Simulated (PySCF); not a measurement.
C$_{5}$H$_{7}$O, doublet, at a GFN2-xTB geometry, with bond 12-5 at 2.0 times its length. Base run: B3LYP/3-21G (PySCF).

Here is a job for PySCF.
```python
from pyscf import gto, scf, dft

mol = gto.M(
    atom='''
C     2.75650541    0.36087670    0.56554134
C     1.37072756    0.06806774    0.28330247
C     0.18743720    0.54972892    0.02994208
C    -1.00731580   -0.29866867   -0.20415839
C    -2.26453742    0.49508700   -0.47651472
O    -0.99012776   -1.50544505   -0.18209384
H     3.02975488   -0.05410036    1.53641344
H     3.39217292   -0.10270150   -0.18982773
H     2.96063703    1.44010429    0.57779867
H    -0.01644073    1.62528458   -0.02994801
H    -2.12050728    1.11987264   -1.35609277
H    -2.69560894    1.79004552    1.21951766
H    -3.10142323   -0.17801558   -0.64177122
''',
    basis='3-21g',
    spin=1,
    verbose=4,
)

mf = dft.UKS(mol)
mf.xc = 'b3lyp'
mf.kernel()
```

Variants of this job, named by their change:

| change | ΔE vs base (µEh) | SCF cycles | <S^2> | outcome |
|---|---|---|---|---|
| base | 0.0 | 20 | 0.762 | converged |
| level_shift = 1.0 (with mf.max_cycle = 100) | - | 100 | - | not converged |
| diis = off (with mf.max_cycle = 100) | - | 100 | - | not converged |
| conv_tol = 1e-11 | 0.0 | 25 | 0.761 | converged |
| conv_tol = 1e-7 | 0.0 | 17 | 0.761 | converged |
| diis = off; damp = 0.6 (with mf.diis_start_cycle = 200; with mf.max_cycle = 150) | -3015 | 145 | 1.100 | another SCF solution |
| init_guess = 1e | 0.0 | 32 | 0.761 | converged |
| DIIS = ADIIS | - | 50 | - | not converged |
| init_guess = sap | 0.0 | 26 | 0.761 | converged |
| conv_tol = 1e-6 | -4.3 | 13 | 0.762 | converged |
| diis_space = 2 | - | 50 | - | not converged |
| conv_tol = 1e-12 | 0.0 | 32 | 0.761 | converged |
| diis_space = 20 | 0.0 | 18 | 0.761 | converged |

A guess, shift, damping, solver or small numerical setting can't move a converged solution much, so rows marked as another SCF solution ended in a different state.

Open shells are given as the SCF converged; they aren't shown to be the lowest states, and a large step between rows can be another state.
